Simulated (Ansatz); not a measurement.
A search over several starts for the lowest SCF solution of [ICl2]- (ICl2⁻) at the given spin, in a small basis.

```yaml
crystal:
  periodic: [false, false, false]
  atoms:
    - {symbol: I, position_ang: [0.000056, 0.000032, -0.000121]}
    - {symbol: Cl, position_ang: [-0.018726, -0.023697, 2.581633]}
    - {symbol: Cl, position_ang: [0.018670, 0.023664, -2.581512]}
basis:
  gaussian: {orbitals: def2-SVP, initial_orbitals: start.molden}
total_charge: -1
hamiltonian: {xc: pbe0, dispersion: d4}
output: {orbitals: {seedname: orbitals}}
```

The file start.molden holds the orbitals of an earlier run on this structure, at another level or in another basis.

```sh
$ ansatz run in.yaml --threads 2 --pin off --events-out ev --progress --plain --max-ram 4352MiB
```

Shortened log:

```
Functional definition: PBE0
654 factors; integrals over basis functions are off by at most 3.1e-4 eV
mean field evaluation 1: about -33133.1198 eV, gradient 3.1e1 eV
mean field evaluation 2: about -33133.3926 eV, gradient 4.8e-1 eV
mean field evaluation 4: about -33133.4571 eV, gradient 8.2e-4 eV
mean field evaluation 8: about -33132.7821 eV, gradient 1.5e1 eV
mean field evaluation 16: about -33133.4571 eV, gradient 9.0e-3 eV
mean field -33133.45705796 eV, -1217.6320882162 hartree, gradient 2.4e-5 eV, S^2 0.000000; 1 other end points of the search recorded, 0 dependent functions left out
reference -33133.45707500 eV, -1217.6320888424 hartree; 30, 30 occupied and 32, 32 virtual orbitals, 654 factors
Total energy: -33133.53787256 eV, -1217.6350580981 hartree
```

Run time 0.9 s (2 threads of Arm Neoverse V2 on a shared host).

In the def2 sets I takes a core potential; there is no spin–orbit coupling.
